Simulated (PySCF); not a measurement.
Compound: C₆H₈O.
Atom-mapped SMILES: `[CH3:1]/[CH:2]=[C:3]1[CH:4]=[C:5]\1[O:6][CH3:7]` (hydrogens: H8, H9, H10 on C1; H11 on C2; H12 on C4; H13, H14, H15 on C7)

Geometry (GFN2-xTB, Å), atoms numbered from 1 in this order:
```
atom  x, y, z in Å
C1    -2.680    0.051   -0.484
C2    -1.219    0.393   -0.459
C3    -0.279   -0.454   -0.104
C4     0.186   -1.760    0.355
C5     1.099   -0.820    0.134
O6     2.365   -0.457    0.130
C7     2.612    0.874   -0.300
H8    -2.833   -0.979   -0.172
H9    -3.240    0.706    0.184
H10   -3.086    0.176   -1.489
H11   -0.957    1.400   -0.758
H12   -0.040   -2.753    0.653
H13    3.685    1.030   -0.205
H14    2.308    1.008   -1.341
H15    2.075    1.591    0.326
```

The closed-shell SCF was solved with PySCF and density fitting under several settings on one GFN2-xTB geometry (grid level 2 and gas phase unless stated).

```
       settings  basis functions  SCF cycles     E (Eh)  HOMO (eV)  LUMO (eV)  dipole (D)
  PBE0/pcSseg-1              159          14  -308.1443      -5.38       0.41        1.78
B3LYP/def2-SVPD              207          14  -308.3393      -5.23       0.01        1.67
```

Task: Estimate the rows for these settings: (1) BLYP/ANO-RCC-VDZP, energy threshold 1e-06 Eh; (2) X3LYP/6-311+G(2d,p), grid level 3, damping 0.1 at the start, DIIS from the seventh cycle.

Result: 
```tsv
settings	basis functions	SCF cycles	E (Eh)	HOMO (eV)	LUMO (eV)	dipole (D)
BLYP/ANO-RCC-VDZP, energy threshold 1e-06 Eh	138	9	-308.5067	-3.95	-0.27	1.74
X3LYP/6-311+G(2d,p), grid level 3, damping 0.1 at the start, DIIS from the seventh cycle	237	20	-308.4926	-5.22	-0.04	1.70
```

Task: Over all rows, what range does the HOMO–LUMO gap span?

Result: From 3.68 eV (BLYP/ANO-RCC-VDZP, energy threshold 1e-06 Eh) to 5.79 eV (PBE0/pcSseg-1). The functional of the narrowest has no exact exchange, that of the widest 25 % exact exchange.

Task: And the dipole moment?

Result: From 1.67 D (B3LYP/def2-SVPD) to 1.78 D (PBE0/pcSseg-1); the largest is 1.07 times the smallest, and the median is 1.72 D.

Cycle counts include a coarse-grid stage where the run had one. All basis functions are spherical, in the Pople sets too. ANO-RCC sets were contracted for a scalar-relativistic Hamiltonian, but ran non-relativistically here.

One conformer stands for the species.
